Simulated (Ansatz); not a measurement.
Cost and result for the atomization energy of AlGaH$_{4}$O (`[AlH2][O][GaH2]`) (7 atoms, 6 bonds).

Charge 0, multiplicity 1. Correlated methods include outer-core shells of Ga, which these sets cover unevenly. Scalar relativity is left out up to krypton. The structure was optimised at the PBE0-D4/def2-TZVP level. Program: Ansatz. All runs use 2 threads of an Arm Neoverse V2 on a shared host. Times are those of one run each, without the atoms' runs, and a repeat can differ threefold. Electronic energies, without spin–orbit coupling; frozen cores. CCSD(T)/CBS adds CCSD(T) − MP2 in def2-TZVPP to the MP2 limit, and its time is that of the two runs behind it. T1 = 0.015. With those shells the extrapolation isn't a true limit. B3LYP takes the VWN-RPA correlation (the form of Gaussian; ORCA's B3LYP/G). HSE06 is the plane-wave form, built on full-range PBE exchange.

CCSD(T)/CBS is a level of theory with its own doubt, some kJ/mol a heavy atom from the limit and from the frozen cores, so smaller differences don't rank the functionals.

```tsv
level	functions	wall time
PBE-D4/def2-TZVPP (with forces)	177	1.9 s
CCSD(T)/def2-SVP	84	1.9 s
PBE0-D4/def2-TZVPP	177	2.2 s
HSE06-D4/def2-TZVPP	177	2.5 s
CAM-B3LYP-D4/def2-TZVPP	177	2.6 s
B3LYP-D4/def2-TZVPP (with forces)	177	2.9 s
PBE-QIDH/def2-TZVPP	177	3.9 s
r2SCANh-D4/def2-TZVPP	177	4.4 s
B97M-V/def2-TZVPP	177	6.5 s
ωB97X-V/def2-TZVPP	177	6.5 s
MP2/def2-QZVPP	336	12 s
CCSD(T)/def2-TZVPP	177	36 s
CCSD(T)/CBS(def2)	–	48 s
```

(1) What atomization energy does each give, and how far from CCSD(T)/CBS? (An estimate is asked.)

## Answers

(1) Computed: 
```json
{"level": "PBE-D4/def2-TZVPP (with forces)", "atomization (kJ/mol)": "1935.0", "difference from CCSD(T)/CBS": "-49.5", "per bond": "-8.2"}
{"level": "CCSD(T)/def2-SVP", "atomization (kJ/mol)": "1863.5", "difference from CCSD(T)/CBS": "-121.0", "per bond": "-20.2"}
{"level": "PBE0-D4/def2-TZVPP", "atomization (kJ/mol)": "1914.4", "difference from CCSD(T)/CBS": "-70.1", "per bond": "-11.7"}
{"level": "HSE06-D4/def2-TZVPP", "atomization (kJ/mol)": "1914.7", "difference from CCSD(T)/CBS": "-69.8", "per bond": "-11.6"}
{"level": "CAM-B3LYP-D4/def2-TZVPP", "atomization (kJ/mol)": "1976.1", "difference from CCSD(T)/CBS": "-8.4", "per bond": "-1.4"}
{"level": "B3LYP-D4/def2-TZVPP (with forces)", "atomization (kJ/mol)": "1948.1", "difference from CCSD(T)/CBS": "-36.4", "per bond": "-6.1"}
{"level": "PBE-QIDH/def2-TZVPP", "atomization (kJ/mol)": "1939.6", "difference from CCSD(T)/CBS": "-44.9", "per bond": "-7.5"}
{"level": "r2SCANh-D4/def2-TZVPP", "atomization (kJ/mol)": "1960.5", "difference from CCSD(T)/CBS": "-24.0", "per bond": "-4.0"}
{"level": "B97M-V/def2-TZVPP", "atomization (kJ/mol)": "2007.2", "difference from CCSD(T)/CBS": "22.7", "per bond": "3.8"}
{"level": "ωB97X-V/def2-TZVPP", "atomization (kJ/mol)": "1983.1", "difference from CCSD(T)/CBS": "-1.4", "per bond": "-0.2"}
{"level": "MP2/def2-QZVPP", "atomization (kJ/mol)": "1992.4", "difference from CCSD(T)/CBS": "7.9", "per bond": "1.3"}
{"level": "CCSD(T)/def2-TZVPP", "atomization (kJ/mol)": "1943.7", "difference from CCSD(T)/CBS": "-40.8", "per bond": "-6.8"}
{"level": "CCSD(T)/CBS(def2)", "atomization (kJ/mol)": "1984.5", "difference from CCSD(T)/CBS": "0.0", "per bond": "0.0"}
```

At CCSD(T), def2-SVP lies −120.9 kJ/mol from the extrapolated value and def2-TZVPP −40.8 kJ/mol: correlation converges slowly with the basis, and small sets miss more of it in the bonded molecule than in its fragments. The D4 term adds +19.0 kJ/mol with B3LYP and +9.9 kJ/mol with PBE0; it sums over pairs of atoms, weighted by their polarisabilities, and B3LYP, whose exchange is more repulsive, gets the larger term. From r2SCAN to r2SCAN0 (25 % exact exchange), in def2-TZVPP and without D4, the atomization energy moves by −35.5 kJ/mol: exact exchange takes away binding that semilocal exchange gives to molecules.
